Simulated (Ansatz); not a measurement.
The first iterations of a band of ClF3Hf + H2 (7 atoms, charge 0, multiplicity 1).

Method: RKS BLYP-D4/def2-SVP (Ansatz 0.2.0).

```
movable images  : 7
climbing image  : yes
spring          : 5.0 eV/Å²
optimiser       : quadratic models (default)
start path      : through a guess of the saddle point
force threshold : 0.05 eV/Å
iteration limit : 60
end points      : relaxed
```

Image 0:

```xyz
7
Properties=species:S:1:pos:R:3
Hf -0.008 -0.175 -0.807
Cl 1.812 -1.328 0.198
F 0.000 -0.601 -2.673
F -1.710 -0.752 -0.130
F 0.173 1.733 -0.688
H 0.176 0.339 2.100
H -0.443 0.783 1.999
```

Image 8:

```xyz
7
Properties=species:S:1:pos:R:3
Hf 0.181 0.375 -0.727
Cl 2.296 0.092 0.312
F -0.608 -1.310 -1.199
F -1.019 1.439 0.334
F 0.461 1.327 -2.363
H -0.414 -1.257 1.785
H -0.897 -0.666 1.857
```

| iteration | highest image above the first end (eV) | largest band force component (eV/Å) |
| --- | --- | --- |
| 1 | 6.080 | 19.312 |
| 2 | 1.342 | 3.176 |
| 3 | 1.051 | 2.161 |
| 4 | 0.765 | 1.874 |
| 5 | 0.580 | 1.300 |

**Question.** Does the band converge within its limit, and where does its top end?

**Answer.** It converged. It ended after 15 iterations with the highest image 0.055 eV above the first end. A vibrational analysis at the climbing image gives one clearly imaginary mode, 71i cm⁻¹, and a faint second one (30i cm⁻¹) that may be numerical noise or a soft torsion: probably a first-order saddle point.

Time of the run: 3.6 min on 2 threads of Arm Neoverse V2 (shared host), peak memory 0.19 GiB.
